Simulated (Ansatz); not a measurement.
Stretching the N2–H4 bond in iminoborane (SMILES B=N) (multiplicity 1 held, fragments rigid). Energies count from the point at 0.992 Å.
Geometry at that point (charge 0, multiplicity 1):
```csv
atom,x (Å),y (Å),z (Å)
B,0.0000,0.0000,-0.6921
N,0.0000,0.0000,0.5409
H,0.0000,0.0000,-1.8589
H,0.0000,0.0000,1.5328
```

Signs of static correlation in cc-pVTZ, from Ansatz (a program for electronic structure) runs.

| R (Å) | T1 of restricted CCSD | ⟨S²⟩ of UHF | largest double amplitude of restricted CCSD |
|---|---|---|---|
| 0.793 | 0.016 | 0.000 | 0.053 |
| 0.893 | 0.016 | 0.000 | 0.054 |
| 0.992 | 0.016 | 0.000 | 0.054 |
| 1.091 | 0.016 | 0.000 | 0.054 |
| 1.190 | 0.016 | 0.000 | 0.054 |
| 1.339 | 0.017 | 0.000 | 0.054 |
| 1.488 | 0.018 | 0.000 | 0.079 |
| 1.736 | 0.021 | 0.563 | 0.166 |
| 1.984 | 0.029 | 1.008 | … |
| 2.281 | … | 1.009 | 0.384 |
| 2.678 | 0.066 | 1.010 | 0.569 |
| 3.174 | 0.087 | 1.011 | 0.755 |

Q: Fill in the missing entries.

A: 
- 1.984, largest double amplitude of restricted CCSD: 0.257
- 2.281, T1 of restricted CCSD: 0.043

Doubts at one or more of the structures used: a restricted determinant that unrestricted orbitals would lower (R-CCSD(T)/cc-pVTZ); other coupled-cluster roots lie near (R-CCSD(T)/cc-pVTZ); T1 above 0.05 (R-CCSD(T)/cc-pVTZ, U-CCSD(T)/cc-pVTZ); a spin-contaminated determinant (U-CCSD(T)/cc-pVTZ); the program's own flag: lower state (U-CCSD(T)/cc-pVTZ).
